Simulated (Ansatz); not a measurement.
Species: GeO, charge 0, triplet. This triplet is an excited state, 3.5 eV above the singlet at CCSD(T)/cc-pV5Z (Ansatz, an electronic-structure program). GeO (SMILES [O]=[Ge], triplet).
B3LYP-D3(BJ)/def2-TZVP minimum from Ansatz:
```xyz
2

Ge     0.0000     0.0000    -0.3735
O      0.0000     0.0000     1.4939
```
Charge 0, spin multiplicity 3.

Hartree-Fock and CCSD(T) correlation energies in hartree (Ansatz). Radicals and triplets start from unrestricted determinants; spin-orbit coupling is neglected. Correlated methods leave the cores frozen (noble-gas shells, and filled d and f shells in the p block). No relativity. The UHF reference of GeO ([O]=[Ge], triplet) is spin-contaminated (<S^2> up to 0.04 over the pure value in the sets run). The spin of GeO ([O]=[Ge], triplet) was assumed, and the state is the lowest solution found for it.

```json
[
 {"basis": "cc-pVTZ", "X": "3", "E(HF)": "-2150.23101", "E(corr, CCSD(T))": "-0.28768"},
 {"basis": "cc-pVQZ", "X": "4", "E(HF)": "-2150.24082", "E(corr, CCSD(T))": "-0.30795"},
 {"basis": "cc-pV5Z", "X": "5", "E(HF)": "-2150.24281", "E(corr, CCSD(T))": "withheld"}
]
```

Problem. Fit E(corr) = E∞ + A/X³ to X = 3 and 4, predict X = 5, and compare with the run.

Solution. A = (-0.28768 - (-0.30795))/(1/27 - 1/64) = 0.9467; E∞ = -0.30795 - A/64 = -0.32274; at X = 5, E∞ + A/125 = -0.31517. The run gave -0.31551, 0.34 mEh below the prediction. The same form on X = 4 and 5 gives E∞ = -0.32344, 0.70 mEh below the first estimate.
